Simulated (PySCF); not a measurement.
Low-lying terms of P⁵⁺ (phosphorus, charge +5)

Ground state [Ne], ¹S. Computed with PySCF 2.14 in x2c-TZVPall with one added diffuse shell each of s, p type (6s6p2d1f, 41 functions), with the spin-free X2C one-electron Hamiltonian (Gaussian nucleus). Vertical excitation energies in eV without spin-orbit coupling; excited terms of each kind are numbered among those the solver found. Frozen: 1s2.

```tsv
term	leading excitation	EOM-EE-CCSD
1 3P°	2p → s	135.55
1 1P°	2p → s	136.61
1 3S	2p → p	144.66
1 3D	2p → p	146.72
1 1D	2p → p	147.57
1 1P	2p → p	147.79
1 3P	2p → p	147.80
1 1S	2p → p	153.50
2 3P°	2p → d	162.52
1 3F°	2p → d	163.14
1 1F°	2p → d	163.47
1 1D°	2p → d	163.94
2 3S	2p → p	181.76
2 1D	2p → p	182.84
```

The solver can miss terms.
